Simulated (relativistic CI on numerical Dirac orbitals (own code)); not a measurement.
## Pd⁺ (4d9) in a crystal field

Calculated by Dirac-Coulomb-Breit CI, KLI orbitals optimised for each configuration, model QED (radiative potential, 1s self-energy scaled to tabulated hydrogen-like ionisation energies), valence Slater integrals scaled by 0.65, one configuration in a parametric crystal field (own radial code).

Field parameters in Wybourne normalisation: D3d B²₀ = −7Dσ, B⁴₀ = −14Dq − 21Dτ, B⁴₃ = −14√(10/7) Dq; D4h B²₀ = −7Ds, B⁴₀ = 21(Dq − Dt), B⁴₄ = 21√(5/14) Dq; Td as Oh with Dq negative (B⁴₀ = 21Dq, B⁴₄ = √(5/14) B⁴₀). The field is a parameter set, without covalency.

S is read from ⟨S²⟩ = S(S + 1).

Powder χT (cm³ K mol⁻¹) by Van Vleck's formula, with temperature-independent terms:

```
                                      Field    2 K    5 K   10 K   20 K   50 K  100 K  200 K  300 K
D3d, 10Dq = 14000, Dσ = 1130, Dτ = -30 cm⁻¹  0.313  0.317  0.322  0.333  0.367  0.422  0.509  0.555
D3d, 10Dq = 14400, Dσ = -980, Dτ = 360 cm⁻¹  0.275  0.278  0.284  0.295  0.328  0.384  0.472  0.521
 D3d, 10Dq = 16750, Dσ = 30, Dτ = -420 cm⁻¹  0.232  0.238  0.248  0.268  0.326   0.41  0.495  0.525
D4h, 10Dq = 5750, Ds = 2390, Dt = -600 cm⁻¹   0.65  0.651  0.651  0.653  0.656  0.663  0.675  0.688
 D4h, 10Dq = 7700, Ds = -830, Dt = 430 cm⁻¹  0.741  0.742  0.743  0.746  0.755  0.769  0.798  0.827
                      Td, 10Dq = -7600 cm⁻¹  0.377   0.38  0.384  0.393   0.42  0.465  0.554  0.643
                      Td, 10Dq = -9350 cm⁻¹  0.377   0.38  0.384  0.392  0.417  0.458  0.541  0.623
                     Td, 10Dq = -11800 cm⁻¹  0.377  0.379  0.383  0.391  0.414  0.452  0.528  0.604
```

Q: For Td, 10Dq = -7600 cm⁻¹: what effective moment follows at 300 K?

A: μ_eff = √(8χT) = 2.27 μB. The ground level has S = 0.50; the spin-only moment for S = 1/2 is 1.73 μB. The difference comes from the orbital moment, spin-orbit mixing of terms and temperature-independent paramagnetism, all larger in this ionic model than in covalent complexes.
